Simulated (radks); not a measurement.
Results of a calculation; reference values are marked as such.
The nuclear charge of the strontium ion Sr2+ is varied continuously with 36 electrons held in [Kr]. Level of theory: scalar-relativistic Kohn-Sham, r2SCAN, spin-polarised, spherical densities, finite nucleus; meta-GGA in the generalised Kohn-Sham scheme; Fermi nuclear charge, rms radius 4.224 fm (a radial shooting solver on a logarithmic mesh with Libxc functionals). By the Hellmann-Feynman theorem dE/dZ = E(electron-nucleus)/Z, the electronic potential at the nucleus (averaged over a nucleus of fixed radius). The scalar-relativistic energy here is not variational (the density holds large components alone), so the two differ by a part that grows with Z.

Z     E (hartree)  E(electron-nucleus)/Z (hartree)  HOMO  e(HOMO) (eV)  <r> HOMO (bohr)
37    -2981.53208                         -193.990    4p       -22.167            1.709
37.5  -3079.57690                         -197.497    4p       -29.356            1.621
38    -3179.38377                         -201.004    4p       -37.121            1.545
38.5  -3280.95370                         -204.514    4p       -45.437            1.478

The central difference of E at Z = 38 is -201.377 hartree, to compare with the third column; the second derivative is -7.05 hartree.
